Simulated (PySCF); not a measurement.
silene cation (CH₄Si), SMILES C=[SiH2] (connectivity only; charge and spin as stated), charge +1, multiplicity 2. Atoms are numbered in the order given.

```xyz
6

C      0.0000     0.0000    -1.2091
Si     0.0000     0.0000     0.5861
H      0.0000     0.9212    -1.7838
H      0.0000    -0.9212    -1.7838
H      0.0000    -1.2751     1.3084
H      0.0000     1.2751     1.3084
```
Charge +1, spin multiplicity 2.

Coordinates come from a B3LYP-D3(BJ)/def2-TZVP optimisation. The multiplicity is an assumed one; other spin states were not compared.

Two levels are set side by side: PBE/pcH-1 (PySCF) and PBE0/pcH-1 (PySCF). Contact hyperfine couplings, same geometry. Differences are taken from unrounded values.

| quantity | PBE0 |
|---|---|
| A(iso) of 13C, atom C1 (MHz) | 51.5 |
| A(iso) of 29Si, atom Si2 (MHz) | -17.9 |
| A(iso) of 1H, atom H3 (MHz) | -54.5 |
| A(iso) of 1H, atom H4 (MHz) | -54.5 |
| A(iso) of 1H, atom H5 (MHz) | -20.9 |
| A(iso) of 1H, atom H6 (MHz) | -20.9 |

Q: What does PBE give, and how far is it from PBE0? (An estimate is asked for; the answer gives what the named calculation found.)

A: 
```csv
quantity,PBE,PBE minus PBE0
"A(iso) of 13C, atom C1 (MHz)",47.9,-3.6
"A(iso) of 29Si, atom Si2 (MHz)",-23.0,-5.1
"A(iso) of 1H, atom H3 (MHz)",-49.2,5.4
"A(iso) of 1H, atom H4 (MHz)",-49.2,5.4
"A(iso) of 1H, atom H5 (MHz)",-22.0,-1.1
"A(iso) of 1H, atom H6 (MHz)",-22.0,-1.1
```

Rough cost on one machine, each run with all the roots and properties that it gave: PBE0 against PBE within a factor of 2.
